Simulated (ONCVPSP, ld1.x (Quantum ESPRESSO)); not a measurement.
## Potentials for O compared

Generated with ld1.x 7.5 (TM, RRKJ, ultrasoft, PAW), atompaw 4.2 or ONCVPSP 4.0.1. The cutoff is in Ry: for ld1.x and atompaw files where the sum of valence levels is converged to 10 mRy in a Bessel basis, for ONCV files where the hardest occupied wave has 1 mHa per electron of residual kinetic energy. The error is the largest all-electron minus pseudo excitation energy over each file’s own four to seven test configurations (ionisations up to +4, promotions, holes and added fractions of an electron), all of which were solved. The labels leave out finer settings (local radius, basis sizes, second energies), which also bear on the numbers. Spin-polarised tests are not counted. The rows are a selection from randomly drawn settings: files with unsolved tests, undetermined cutoffs or missed reference levels are left out.

A true bound ghost makes a file unfit for plane-wave use even where its test errors are small: the radial tests pick states by their node count and pass the ghost by.

| potential | cutoff (Ry) | largest error (meV) | bound ghosts |
| --- | --- | --- | --- |
| ONCV, PBE, scalar-relativistic, rc 0.90/1.10 (sp), local smoothed, core correction yes, reference 2s1.5 2p4.5, qcut 7.1/11.4, projectors 2/2 | 203 | +95 | none |
| ONCV, PBE, scalar-relativistic, rc 0.75/1.10 (sp), local smoothed, core correction yes, reference 2s2 2p4, qcut 7.9/13.2, projectors 2/2 | 147 | +99 | none |
| ONCV, PBE, scalar-relativistic, rc 1.00/2.05/1.75 (spd), local smoothed, core correction yes, reference 2s2 2p4, qcut 8.4/7.5/6.4, projectors 2/2/1 | 60 | +2629 | none |
| ONCV, PBEsol, scalar-relativistic, rc 0.92/1.50/0.92 (spd), local d, core correction yes, reference 2s2 2p3.5, qcut 9.9/9.9/10.1, projectors 2/2/0 | 76 | +582 | none |
| ONCV, LDA (Perdew-Wang 92), non-relativistic, rc 0.70/1.00/0.85 (spd), local smoothed, core correction yes, reference 2s2 2p4, qcut 11.8/7/12.7, projectors 1/2/3 | 360 | +389 | d |

Problem. Fill in the row for O: ONCV, PBE, scalar-relativistic, rc 0.95/1.25/1.20 (spd), local smoothed, core correction yes, reference 2s2 2p4, qcut 6.4/11/7.3, projectors 2/1/2.

Solution. cutoff 213 Ry, largest error +354 meV, bound ghosts: none.

Problem. Fill in the row for O: PAW, PBE, scalar-relativistic, rc 0.70/1.15 (sp), local smoothed, core correction yes, reference 2s1.75 2p4.25.

Solution. cutoff 70 Ry, largest error -21 meV, bound ghosts: none.

Problem. Fill in the row for O: ONCV, PBE, non-relativistic, rc 0.70/1.10/1.20 (spd), local smoothed, core correction yes, reference 2s2 2p4, qcut 11.2/13.1/9.4, projectors 2/2/2.

Solution. cutoff 113 Ry, largest error +170 meV, bound ghosts: none.
